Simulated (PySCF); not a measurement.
# Core-level binding energies of GeClMe3

Compound: GeClMe3, C3H9ClGe.
Bonds: Ge1–Cl2, Ge1–C3, Ge1–C7, Ge1–C11. Hydrogens: H4, H5, H6 on C3; H8, H9, H10 on C7; H12, H13, H14 on C11.

Computed with PySCF, delta-SCF UKS SCAN, pcX-2 on the ionised atom, pcseg-1 elsewhere, spin-free X2C. Each binding energy is the total energy of the core-ionised species, with the hole localised on one atom, minus that of the ground state; both are solved self-consistently, so orbital relaxation is included.

**Question.** List the computed XPS lines with their assignment.

**Answer.** 
```csv
atom(s),bonded to,level,binding energy (eV),2p1/2 (eV),count
Cl2,Ge,Cl 2p3/2,204.85,206.50,1
Cl2,Ge,Cl 1s,2827.45,–,1
C3/C7/C11,3 H and Ge,C 1s,290.35,–,3
```

**Question.** What is the longest wavelength that can ionise C 1s of C3/C7/C11 vertically?

**Answer.** λ = hc/E = 12398.42 eV Å / 290.35 eV = 42.702 Å.

The first atom of each set that the bonding makes equivalent was ionised and stands for the set. The 2p values aren't plain energy differences: one relaxed spin-free 2p hole is combined with a matrix within the shell (ground-state 2p orbital-energy differences and spin–orbit coupling). 2p3/2, the mean of its two sublevels, lies a third of the splitting below the shell's mean and 2p1/2 two thirds above it; the statistical areas are 2:1. 2p1/2 minus 2p3/2 (ligand field included): Cl 1.65 eV. No level of germanium is listed. Isolated species at its PBE0-D3(BJ)/def2-SVP geometry, gas phase.

Hardware: an Arm Neoverse V2 with one thread, no GPU (shared host). Cost: 16 s of wall time, 0.52 GiB resident at most.
